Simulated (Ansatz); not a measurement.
**Nudged elastic band run: CH$_{6}$ClO$_{2}$Sn**

The input (input.yaml):

```yaml
crystal:
  periodic: [false, false, false]
  atoms:
    - { symbol: Sn, position_ang: [-0.300757, -0.044175, -0.268118] }
    - { symbol: H, position_ang: [-0.145687, 0.115762, 1.398224] }
    - { symbol: Cl, position_ang: [1.78445, -0.283481, -1.319612] }
    - { symbol: O, position_ang: [-1.18372, 1.526869, -0.989118] }
    - { symbol: H, position_ang: [-1.496033, 1.502849, -1.880881] }
    - { symbol: O, position_ang: [-1.316974, -1.612986, -0.81302] }
    - { symbol: H, position_ang: [-0.89308, -2.252021, -1.366374] }
    - { symbol: C, position_ang: [0.178308, 0.086768, 4.74867] }
    - { symbol: H, position_ang: [-0.405068, -0.815688, 4.863126] }
    - { symbol: H, position_ang: [1.256239, 0.0294, 4.69987] }
    - { symbol: H, position_ang: [-0.310179, 1.050203, 4.765436] }
magnetization:
  spin_polarized: true
  initial_magnetization: 1
basis:
  gaussian: { orbitals: def2-SVP }
hamiltonian:
  xc: hf
neb:
  order_check: false
  images: 7
  f_tol: 0.05
  max_iterations: 60
  final_atoms:
    - { symbol: Sn, position_ang: [-0.10295531, 0.03188438, -0.57182604] }
    - { symbol: H, position_ang: [0.11951765, 0.20386259, 3.18815554] }
    - { symbol: Cl, position_ang: [1.90040243, -0.31926353, -1.7812898] }
    - { symbol: O, position_ang: [-1.04494457, 1.57104169, -1.31545099] }
    - { symbol: H, position_ang: [-1.83466356, 1.3762914, -1.80141347] }
    - { symbol: O, position_ang: [-1.30646829, -1.45408022, -0.99407223] }
    - { symbol: H, position_ang: [-0.96059319, -2.33275825, -1.05186871] }
    - { symbol: C, position_ang: [0.10331933, 0.08576365, 4.27110498] }
    - { symbol: H, position_ang: [-0.4817059, -0.79577519, 4.53238413] }
    - { symbol: H, position_ang: [1.12253053, -0.03176382, 4.63815857] }
    - { symbol: H, position_ang: [-0.34694013, 0.9682973, 4.72432103] }
  initial_path:
    images:
      - { positions_ang: [[-0.300757, -0.044175, -0.268118], [-0.145687, 0.115762, 1.398224], [1.78445, -0.283481, -1.319612], [-1.18372, 1.526869, -0.989118], [-1.496033, 1.502849, -1.880881], [-1.316974, -1.612986, -0.81302], [-0.89308, -2.252021, -1.366374], [0.178308, 0.086768, 4.74867], [-0.405068, -0.815688, 4.863126], [1.256239, 0.0294, 4.69987], [-0.310179, 1.050203, 4.765436]] }
      - { positions_ang: [[-0.2243977, -0.03601851, -0.20097881], [-0.10958792, 0.0869966, 1.54626603], [1.90819501, -0.22511119, -1.18846349], [-1.1110003, 1.54446251, -0.90805667], [-1.58534299, 1.47194368, -1.63286516], [-1.22274852, -1.61002663, -0.77109656], [-1.02076318, -2.20282345, -0.99265661], [0.13235068, 0.06742091, 4.41159226], [-0.45001838, -0.82686378, 4.59096535], [1.201609, 0.00876338, 4.46849822], [-0.3507967, 1.02475648, 4.51499844]] }
      - { positions_ang: [[-0.14803841, -0.02786202, -0.13383961], [-0.07348884, 0.0582312, 1.69430806], [2.03194003, -0.16674138, -1.05731498], [-1.03828059, 1.56205602, -0.82699535], [-1.67465299, 1.44103836, -1.38484933], [-1.12852305, -1.60706727, -0.72917313], [-1.14844635, -2.15362591, -0.61893921], [0.08639336, 0.04807383, 4.07451453], [-0.49496876, -0.83803955, 4.3188047], [1.14697901, -0.01187324, 4.23712644], [-0.3914144, 0.99930996, 4.26456087]] }
      - { positions_ang: [[-0.07167911, -0.01970553, -0.06670042], [-0.03738976, 0.0294658, 1.84235009], [2.15568504, -0.10837157, -0.92616646], [-0.96556089, 1.57964952, -0.74593402], [-1.76396298, 1.41013305, -1.13683349], [-1.03429757, -1.6041079, -0.68724969], [-1.27612953, -2.10442836, -0.24522182], [0.04043604, 0.02872674, 3.73743679], [-0.53991915, -0.84921533, 4.04664406], [1.09234901, -0.03250986, 4.00575466], [-0.4320321, 0.97386344, 4.01412331]] }
      - { positions_ang: [[0.00468018, -0.01154904, 0.00043878], [-0.00129068, 0.0007004, 1.99039212], [2.27943006, -0.05000176, -0.79501795], [-0.89284119, 1.59724303, -0.66487269], [-1.85327298, 1.37922773, -0.88881766], [-0.9400721, -1.60114854, -0.64532625], [-1.4038127, -2.05523081, 0.12849557], [-0.00552128, 0.00937965, 3.40035906], [-0.58486953, -0.8603911, 3.77448341], [1.03771901, -0.05314648, 3.77438288], [-0.4726498, 0.94841693, 3.76368575]] }
      - { positions_ang: [[-0.02222869, -0.00069069, -0.14262743], [0.02891141, 0.05149095, 2.28983297], [2.18467315, -0.1173172, -1.04158591], [-0.93086703, 1.5906927, -0.82751727], [-1.84862062, 1.37849365, -1.11696661], [-1.03167114, -1.56438146, -0.73251275], [-1.29300782, -2.12461267, -0.1665955], [0.02168887, 0.02847565, 3.61804554], [-0.55907862, -0.84423712, 3.96395859], [1.05892189, -0.04780082, 3.9903268], [-0.44122238, 0.95338702, 4.00384457]] }
      - { positions_ang: [[-0.04913757, 0.01016767, -0.28569363], [0.05911349, 0.10228149, 2.58927383], [2.08991624, -0.18463264, -1.28815388], [-0.96889288, 1.58414236, -0.99016184], [-1.84396827, 1.37775957, -1.34511557], [-1.12327019, -1.52761438, -0.81969924], [-1.18220294, -2.19399453, -0.46168657], [0.04889903, 0.04757165, 3.83573202], [-0.53328771, -0.82808314, 4.15343377], [1.08012477, -0.04245515, 4.20627072], [-0.40979497, 0.95835711, 4.24400339]] }
      - { positions_ang: [[-0.07604644, 0.02102602, -0.42875984], [0.08931557, 0.15307204, 2.88871468], [1.99515933, -0.25194809, -1.53472184], [-1.00691873, 1.57759203, -1.15280642], [-1.83931591, 1.37702548, -1.57326452], [-1.21486924, -1.4908473, -0.90688573], [-1.07139807, -2.26337639, -0.75677764], [0.07610918, 0.06666765, 4.0534185], [-0.5074968, -0.81192917, 4.34290895], [1.10132765, -0.03710948, 4.42221464], [-0.37836755, 0.9633272, 4.48416221]] }
      - { positions_ang: [[-0.10295531, 0.03188438, -0.57182604], [0.11951765, 0.20386259, 3.18815554], [1.90040243, -0.31926353, -1.7812898], [-1.04494457, 1.57104169, -1.31545099], [-1.83466356, 1.3762914, -1.80141347], [-1.30646829, -1.45408022, -0.99407223], [-0.96059319, -2.33275825, -1.05186871], [0.10331933, 0.08576365, 4.27110498], [-0.4817059, -0.79577519, 4.53238413], [1.12253053, -0.03176382, 4.63815857], [-0.34694013, 0.9682973, 4.72432103]] }
```

Launched with:

```bash
$ ansatz run input.yaml --threads 4 --pin off --max-ram 5120MiB --backend cpu --events-out ev --progress --plain --runs-dir out
```

Output, in part (warnings, iteration lines, the closing report on the highest movable image, with atoms numbered from 0):

```
NEB end point (image 0): max|allowed force component| = 2.135e-2 eV/Å (the criterion of neb.relax_end_points is 1.000e-2)
NEB end point (image 8): max|allowed force component| = 2.427e-2 eV/Å (the criterion of neb.relax_end_points is 1.000e-2)
NEB iter   1: max|band force component| = 1.118e2 eV/Å  barrier→ = 13.9985 eV  barrier← = 15.1323 eV  Δτ_max = 0.2000 Å  (624 SCF iters)
NEB iter   2: max|band force component| = 8.297e0 eV/Å  barrier→ = 0.7910 eV  barrier← = 1.9248 eV  Δτ_max = 0.1980 Å  (472 SCF iters)
NEB iter   3: max|band force component| = 5.982e0 eV/Å  barrier→ = 0.3481 eV  barrier← = 1.4819 eV  Δτ_max = 0.1991 Å  (451 SCF iters)
NEB iter   4: max|band force component| = 4.081e0 eV/Å  barrier→ = 0.4768 eV  barrier← = 1.6106 eV  Δτ_max = 0.2000 Å  (383 SCF iters)
NEB iter   5: max|band force component| = 5.240e0 eV/Å  barrier→ = 0.9307 eV  barrier← = 2.0645 eV  Δτ_max = 0.1026 Å  (400 SCF iters)
NEB iter   6: max|band force component| = 3.145e0 eV/Å  barrier→ = 0.6696 eV  barrier← = 1.8034 eV  Δτ_max = 0.0999 Å  (387 SCF iters)
NEB iter   7: max|band force component| = 1.896e0 eV/Å  barrier→ = 0.5207 eV  barrier← = 1.6545 eV  Δτ_max = 0.1007 Å  (380 SCF iters)
NEB iter   8: max|band force component| = 5.126e-1 eV/Å  barrier→ = 0.5515 eV  barrier← = 1.6853 eV  CI = image 4  Δτ_max = 0.2000 Å  (387 SCF iters)
NEB iter   9: max|band force component| = 1.913e0 eV/Å  barrier→ = 0.4329 eV  barrier← = 1.5667 eV  CI = image 4  Δτ_max = 0.1001 Å  (395 SCF iters)
NEB iter  10: max|band force component| = 5.618e-1 eV/Å  barrier→ = 0.4044 eV  barrier← = 1.5383 eV  CI = image 4  Δτ_max = 0.1889 Å  (389 SCF iters)
NEB iter  11: max|band force component| = 6.503e-1 eV/Å  barrier→ = 0.4224 eV  barrier← = 1.5562 eV  CI = image 4  Δτ_max = 0.1946 Å  (387 SCF iters)
NEB iter  12: max|band force component| = 9.958e-1 eV/Å  barrier→ = 0.4588 eV  barrier← = 1.5927 eV  CI = image 4  Δτ_max = 0.1027 Å  (389 SCF iters)
NEB iter  13: max|band force component| = 3.153e-1 eV/Å  barrier→ = 0.5102 eV  barrier← = 1.6440 eV  CI = image 4  Δτ_max = 0.1941 Å  (388 SCF iters)
NEB iter  14: max|band force component| = 9.936e-1 eV/Å  barrier→ = 0.5033 eV  barrier← = 1.6371 eV  CI = image 4  Δτ_max = 0.1032 Å  (388 SCF iters)
NEB iter  15: max|band force component| = 2.304e0 eV/Å  barrier→ = 0.4967 eV  barrier← = 1.6305 eV  CI = image 4  Δτ_max = 0.0510 Å  (387 SCF iters)
NEB iter  16: max|band force component| = 2.176e-1 eV/Å  barrier→ = 0.4943 eV  barrier← = 1.6281 eV  CI = image 4  Δτ_max = 0.0862 Å  (388 SCF iters)
NEB iter  17: max|band force component| = 1.293e-1 eV/Å  barrier→ = 0.4921 eV  barrier← = 1.6259 eV  CI = image 4  Δτ_max = 0.0944 Å  (387 SCF iters)
NEB iter  18: max|band force component| = 2.010e0 eV/Å  barrier→ = 0.4912 eV  barrier← = 1.6250 eV  CI = image 4  Δτ_max = 0.0473 Å  (391 SCF iters)
NEB iter  19: max|band force component| = 6.958e-1 eV/Å  barrier→ = 0.4903 eV  barrier← = 1.6241 eV  CI = image 4  Δτ_max = 0.0873 Å  (391 SCF iters)
NEB iter  20: max|band force component| = 1.994e-1 eV/Å  barrier→ = 0.4899 eV  barrier← = 1.6237 eV  CI = image 4  Δτ_max = 0.0957 Å  (387 SCF iters)
NEB iter  21: max|band force component| = 7.729e-1 eV/Å  barrier→ = 0.4897 eV  barrier← = 1.6235 eV  CI = image 4  Δτ_max = 0.0480 Å  (388 SCF iters)
NEB iter  22: max|band force component| = 3.652e-1 eV/Å  barrier→ = 0.4896 eV  barrier← = 1.6234 eV  CI = image 4  Δτ_max = 0.0713 Å  (389 SCF iters)
NEB iter  23: max|band force component| = 2.210e-1 eV/Å  barrier→ = 0.4896 eV  barrier← = 1.6234 eV  CI = image 4  Δτ_max = 0.0438 Å  (420 SCF iters)
NEB iter  24: max|band force component| = 5.954e-2 eV/Å  barrier→ = 0.4896 eV  barrier← = 1.6234 eV  CI = image 4  Δτ_max = 0.0348 Å  (415 SCF iters)
NEB iter  25: max|band force component| = 6.044e-2 eV/Å  barrier→ = 0.4896 eV  barrier← = 1.6234 eV  CI = image 4  Δτ_max = 0.0174 Å  (368 SCF iters)
NEB iter  26: max|band force component| = 1.520e-1 eV/Å  barrier→ = 0.4896 eV  barrier← = 1.6234 eV  CI = image 4  Δτ_max = 0.0087 Å  (354 SCF iters)
NEB iter  27: max|band force component| = 2.505e-2 eV/Å  barrier→ = 0.4896 eV  barrier← = 1.6234 eV  CI = image 4  Δτ_max = 0.0000 Å  (826 SCF iters)
Total energy: -23500.55744143 eV, -863.6295567225 hartree
Atom 0 at    -0.219646    -0.087096     0.263782 Å, force     0.001392     0.000208     0.001925 eV/Å
Atom 1 at    -0.050251     0.006358     2.080595 Å, force    -0.000137    -0.000031    -0.000880 eV/Å
Atom 2 at     1.856885    -0.337648    -0.841207 Å, force     0.000062     0.000014    -0.000086 eV/Å
Atom 3 at    -1.075511     1.526500    -0.419758 Å, force    -0.000089    -0.001058    -0.001721 eV/Å
Atom 4 at    -1.482483     1.486108    -1.272804 Å, force    -0.000181     0.001464     0.000680 eV/Å
Atom 5 at    -1.285927    -1.583165    -0.409524 Å, force    -0.003257    -0.001333     0.000072 eV/Å
Atom 6 at    -0.857134    -2.226382    -0.954381 Å, force     0.002055     0.000658    -0.000341 eV/Å
Atom 7 at     0.059456     0.118672     3.692490 Å, force    -0.000357    -0.000180    -0.000626 eV/Å
Atom 8 at    -0.558392    -0.715420     4.004615 Å, force    -0.000022    -0.000220     0.000493 eV/Å
Atom 9 at     1.128185     0.006558     3.834262 Å, force     0.000393     0.000080     0.000197 eV/Å
Atom 10 at    -0.347682     1.109015     3.860133 Å, force     0.000140     0.000398     0.000288 eV/Å
Dipole moment:    -0.062746    -0.175204     0.456613 e Å
```

It converged. Neighbouring images differ by up to 1.4 eV, so the band resolves the path poorly. A vibrational analysis at the climbing image gives one clearly imaginary mode, 1448i cm⁻¹: a first-order saddle point.

Final band (atoms are numbered from 1 in the order of the input):

| image | path coordinate (Å) | energy (kcal/mol) | Sn1–H2 (Å) | H2–C8 (Å) |
| --- | --- | --- | --- | --- |
| 0 | 0.00 | 0.0 | 1.68 | 3.37 |
| 1 | 0.62 | 0.2 | 1.68 | 3.01 |
| 2 | 1.24 | 0.9 | 1.68 | 2.70 |
| 3 | 1.86 | 3.0 | 1.68 | 2.33 |
| 4 | 2.49 | 11.3 | 1.83 | 1.62 |
| 5 | 3.21 | -21.1 | 2.59 | 1.09 |
| 6 | 3.93 | -25.0 | 3.03 | 1.09 |
| 7 | 4.65 | -26.0 | 3.46 | 1.09 |
| 8 | 5.37 | -26.1 | 3.77 | 1.09 |

Run time: 3.5 min on 4 threads of Intel(R) Xeon(R) 6975P-C (Granite Rapids), with other jobs on the host, peak memory 0.43 GiB.
